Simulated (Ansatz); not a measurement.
TCNQ (C12H4N4), relaxed as a singlet with RKS PBE-D4/def2-SVP in Ansatz, starting from the GFN2-xTB geometry. Force threshold 0.03 eV/Å.

Start:

```xyz
20

N    -2.886    1.561   -3.343
C    -2.144    0.771   -2.967
C    -1.233   -0.196   -2.502
C    -0.986   -1.270   -3.378
N    -0.783   -2.147   -4.089
C    -0.622   -0.099   -1.262
C    -0.897    1.006   -0.391
C    -0.302    1.100    0.818
C     0.622    0.099    1.262
C     1.236    0.198    2.501
C     2.147   -0.770    2.964
N     2.889   -1.561    3.337
C     0.989    1.272    3.377
N     0.783    2.148    4.089
C     0.894   -1.007    0.393
C     0.301   -1.101   -0.816
H    -1.594    1.761   -0.725
H    -0.510    1.933    1.474
H     1.588   -1.765    0.729
H     0.507   -1.934   -1.472
```

| step | energy (eV) | largest force component (eV/Å) | SCF passes |
| --- | --- | --- | --- |
| 1 | -18430.1354 | 2.702 | 24 |
| 2 | -18430.4409 | 0.263 | 24 |
| 3 | -18430.4510 | 0.053 | 26 |
| 4 | -18430.4516 | 0.013 | 25 |

Force components are those of the run's own axes.

End:

| atom | x (Å) | y (Å) | z (Å) |
| --- | --- | --- | --- |
| N1 | -2.930 | 1.610 | -3.360 |
| C2 | -2.173 | 0.789 | -2.993 |
| C3 | -1.252 | -0.200 | -2.535 |
| C4 | -0.990 | -1.293 | -3.413 |
| N5 | -0.766 | -2.200 | -4.129 |
| C6 | -0.630 | -0.101 | -1.275 |
| C7 | -0.906 | 1.014 | -0.398 |
| C8 | -0.301 | 1.110 | 0.827 |
| C9 | 0.629 | 0.100 | 1.276 |
| C10 | 1.252 | 0.200 | 2.535 |
| C11 | 2.173 | -0.789 | 2.992 |
| N12 | 2.932 | -1.610 | 3.359 |
| C13 | 0.991 | 1.294 | 3.413 |
| N14 | 0.768 | 2.201 | 4.128 |
| C15 | 0.905 | -1.014 | 0.399 |
| C16 | 0.300 | -1.111 | -0.826 |
| H17 | -1.613 | 1.788 | -0.732 |
| H18 | -0.517 | 1.962 | 1.489 |
| H19 | 1.612 | -1.788 | 0.733 |
| H20 | 0.516 | -1.963 | -1.488 |

By distances, no bond broke or formed. The bond that changes most is C4–N5, from 1.15 to 1.18 Å (atoms count from 1).

No frequencies were taken in this run, so the end may be a saddle point.

Hardware: 4 threads of Arm Neoverse V2 on a shared host. Wall time 12 s.
